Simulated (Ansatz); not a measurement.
Stepwise reaction of `[Cl][GaH2]` with water, as a gas-phase model of exchange steps in deposition or etching. ΔE in kJ/mol; ΔG adds harmonic PBE0-D4 terms to CCSD(T)/CBS, at 1 bar.

Isolated molecules relaxed with PBE0-D4/def2-TZVP in Ansatz; ΔE leaves out vibrations. CBS: MP2 limit from def2 TZ/QZ plus the TZ coupled-cluster correction, frozen cores. This one scheme is used for every species. DFT in def2-TZVPP. B3LYP here is the variant with VWN-RPA as its local correlation; programs differ in this. For Ga outer-core shells are correlated without core-valence functions, which leaves a few kJ/mol of doubt a bond. Scalar relativity is left out up to krypton. Each species was taken in one conformer, which may not be the lowest.

```csv
step,reaction,PBE-D4,B3LYP-D4,ωB97M-V,CCSD(T)/CBS,ΔG(600 K)
2,`[OH][GaH][Cl]` + H₂O → `[OH][Ga]([OH])[Cl]` + H₂,-23.4,-25.3,-23.2,-26.2,-21.0
```

Problem. Give the row of step 1, `[Cl][GaH2]` + H₂O → `[OH][GaH][Cl]` + H₂. (Estimate.)

Solution. Computed: 
| step | reaction | PBE-D4 | B3LYP-D4 | ωB97M-V | CCSD(T)/CBS | ΔG(600 K) |
| --- | --- | --- | --- | --- | --- | --- |
| 1 | `[Cl][GaH2]` + H₂O → `[OH][GaH][Cl]` + H₂ | -47.9 | -48.0 | -45.5 | -48.0 | -44.7 |

Problem. By hand: ΔE of the 2 steps together at CCSD(T)/CBS.

Solution. (-48.0) + (-26.2) = -74.2 kJ/mol, or -37.1 kJ/mol a step.

In ΔE each step is higher than the one before. All are downhill at CCSD(T)/CBS. ΔG lies between -44.7 and -21.0 kJ/mol a step. PBE-D4 differs from CCSD(T)/CBS by 0.1 to 2.8 kJ/mol a step. Isolated molecules leave out the surface, adducts and barriers. Largest T1 diagnostic: 0.013.
